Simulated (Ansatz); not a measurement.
```yaml
crystal:
  periodic: [false, false, false]
  atoms:
    - {symbol: C, position_ang: [-1.486025, 0.619028, 0.684000]}
    - {symbol: C, position_ang: [-0.518537, -0.416842, 0.127761]}
    - {symbol: In, position_ang: [1.409491, 0.336927, -0.483754]}
    - {symbol: O, position_ang: [2.657187, -1.045544, -1.215994]}
    - {symbol: H, position_ang: [-1.086524, 1.116151, 1.571565]}
    - {symbol: H, position_ang: [-1.711059, 1.401176, -0.045440]}
    - {symbol: H, position_ang: [-2.439389, 0.163662, 0.971928]}
    - {symbol: H, position_ang: [-0.942212, -0.920612, -0.746418]}
    - {symbol: H, position_ang: [-0.321317, -1.204150, 0.861721]}
    - {symbol: H, position_ang: [2.153919, 1.879674, -0.494442]}
    - {symbol: H, position_ang: [2.284465, -1.929441, -1.230918]}
basis:
  gaussian: {orbitals: def2-SVPD, final_grid: {core_spheres: 1, valence_spheres: 1, degree: 3}}
hamiltonian: {xc: {name: PBE}}
output: {forces: true}
```

```sh
$ ansatz run in.yaml --threads 4 --pin off --events-out ev --progress --plain --max-ram 10444MiB
```

Output, abridged:

```
Functional definition: PBE
  name "PBE"
  cite "Perdew, Burke & Ernzerhof, Phys. Rev. Lett. 77, 3865 (1996) doi:10.1103/PhysRevLett.77.3865"
  parent pbe
  parameter kappa = 0.804
  parameter beta = 0.06672455060314922
  exchange = pbe_x(kappa = kappa, mu = beta*pi^2/3)
  correlation = pbe_c(beta = beta)
1324 factors; their error is unknown
mean field evaluation 1: about -9382.2246 eV, gradient 9.1e1 eV
mean field evaluation 2: about -9250.7696 eV, gradient 2.1e2 eV
mean field evaluation 4: about -9399.5530 eV, gradient 2.3e1 eV
mean field evaluation 8: about -9400.7994 eV, gradient 2.4e-1 eV
mean field evaluation 96: about -9420.5228 eV, gradient 3.9e-1 eV
a density is far from that of the atoms, so the factors are made again for it
1724 factors; integrals over basis functions are off by at most 8.8e-4 eV
mean field -9421.24174424 eV, -346.2242481538 hartree, gradient 5.1e-6 eV, S^2 0.000000; 0 other end points of the search recorded, 0 dependent functions left out
the calculation of the forces begins
reference -9421.24182549 eV, -346.2242511398 hartree; 24, 24 occupied and 127, 127 virtual orbitals, 1724 factors
Total energy: -9421.24182549 eV, -346.2242511398 hartree
Atom 0 at    -1.486025     0.619028     0.684000 Å, force     9.923899    -2.981649    -4.333900 eV/Å
Atom 1 at    -0.518537    -0.416842     0.127761 Å, force    -5.324059     3.794733     2.648911 eV/Å
Atom 2 at     1.409491     0.336927    -0.483754 Å, force    -9.121891   -16.386834     0.711924 eV/Å
Atom 3 at     2.657187    -1.045544    -1.215994 Å, force   -32.292282   -24.076541     8.086639 eV/Å
Atom 4 at    -1.086524     1.116151     1.571565 Å, force    -2.253890    -5.978336    -4.039687 eV/Å
Atom 5 at    -1.711059     1.401176    -0.045440 Å, force     0.249674    -7.179895     2.470207 eV/Å
Atom 6 at    -2.439389     0.163662     0.971928 Å, force     4.126580     3.879234    -0.905098 eV/Å
Atom 7 at    -0.942212    -0.920612    -0.746418 Å, force     3.312097     6.075622     4.570112 eV/Å
Atom 8 at    -0.321317    -1.204150     0.861721 Å, force     0.222569     7.556169    -3.523398 eV/Å
Atom 9 at     2.153919     1.879674    -0.494442 Å, force     5.975321     2.317393    -1.896050 eV/Å
Atom 10 at     2.284465    -1.929441    -1.230918 Å, force    25.181982    32.980103    -3.789660 eV/Å
Dipole moment:    -3.465537     1.325274     1.583453 e Å
```

Problem. What is wrong with this run?

Solution. The integration grid is far too coarse. The calculation finished and met its thresholds. The result belongs to that input, not to the molecule as meant.
